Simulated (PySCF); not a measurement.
PbFCl, SMILES [F][Pb][Cl] (connectivity only; charge and spin as stated), neutral, multiplicity 1.

Geometry optimised at r2SCAN-D4/def2-TZVP. The def2 effective core potentials stand for the cores of Pb; spin–orbit coupling is left out.

These are r2SCAN-D4/def2-TZVP run with PySCF 2.14.0 values and carry that method's errors.

Frequencies are harmonic and unscaled.

```csv
mode,ν (cm⁻¹),IR (km/mol),Raman (Å⁴/amu),depolarisation,moving atoms (share of kinetic energy)
1,132,5.5,2.4,0.71,"F 66 %, Cl 26 %"
2,317,64.8,10.2,0.33,"Cl 84 %, Pb 16 %"
3,533,96.3,7.0,0.30,"F 91 %, Pb 9 %"
```
